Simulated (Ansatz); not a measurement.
```yaml
crystal:
  periodic: [false, false, false]
  atoms:
    - {symbol: O, position_ang: [0.737483, 0.588987, 0.485558]}
    - {symbol: B, position_ang: [-0.055181, 0.433488, 0.548903]}
    - {symbol: O, position_ang: [-0.266741, -0.368628, 0.106120]}
    - {symbol: B, position_ang: [-0.185667, -0.699534, -0.585390]}
    - {symbol: F, position_ang: [0.154747, -0.313369, -1.510936]}
    - {symbol: H, position_ang: [0.780346, 1.227957, 0.790341]}
    - {symbol: H, position_ang: [-0.631703, 0.730164, 0.900377]}
    - {symbol: H, position_ang: [-0.335762, -1.529300, -0.726471]}
basis:
  gaussian: {orbitals: aug-cc-pVTZ}
hamiltonian: {xc: {name: B97}, pseudopotentials: {relativity: none}}
accuracy: high
output: {forces: true}
```

```sh
$ ansatz run in.yaml --threads 2 --pin off --events-out ev --progress --plain --max-ram 4352MiB
```

It prints (some lines left out):

```
Functional definition: B97
4122 factors; integrals over basis functions are off by at most 2.7e-9 eV
mean field evaluation 1: about -8102.5061 eV, gradient 1.5e2 eV
mean field evaluation 2: about -7917.9339 eV, gradient 3.0e2 eV
mean field evaluation 4: about -8131.7980 eV, gradient 2.3e1 eV
mean field evaluation 8: about -8132.8265 eV, gradient 1.9e0 eV
mean field evaluation 16: about -8132.8316 eV, gradient 3.1e-4 eV
mean field -8132.83160351 eV, -298.8760487976 hartree, gradient 8.5e-8 eV, S^2 0.000000; 0 other end points of the search recorded, 0 dependent functions left out
reference -8132.83160735 eV, -298.8760489387 hartree; 19, 19 occupied and 280, 280 virtual orbitals, 4122 factors
Total energy: -8132.83160735 eV, -298.8760489387 hartree
Atom 0 at     0.737483     0.588987     0.485558 Å, force   153.889306    17.500176   -16.528429 eV/Å
Atom 1 at    -0.055181     0.433488     0.548903 Å, force  -103.148095     6.021784    24.810877 eV/Å
Atom 2 at    -0.266741    -0.368628     0.106120 Å, force   -45.691790    14.715362   130.585419 eV/Å
Atom 3 at    -0.185667    -0.699534    -0.585390 Å, force     9.307585   -80.695631  -136.206151 eV/Å
Atom 4 at     0.154747    -0.313369    -1.510936 Å, force    11.489195    14.864762   -32.487760 eV/Å
Atom 5 at     0.780346     1.227957     0.790341 Å, force     7.518838    31.139265    14.476087 eV/Å
Atom 6 at    -0.631703     0.730164     0.900377 Å, force   -29.626528    18.402798    18.863998 eV/Å
Atom 7 at    -0.335762    -1.529300    -0.726471 Å, force    -3.738510   -21.948516    -3.514042 eV/Å
Dipole moment:     0.069490     0.542890     0.536170 e Å
```

(1) What is wrong with this run?

## Answers

(1) The geometry is squeezed to about two thirds of its size. Self-consistency was reached. The result belongs to that input, not to the molecule as meant.
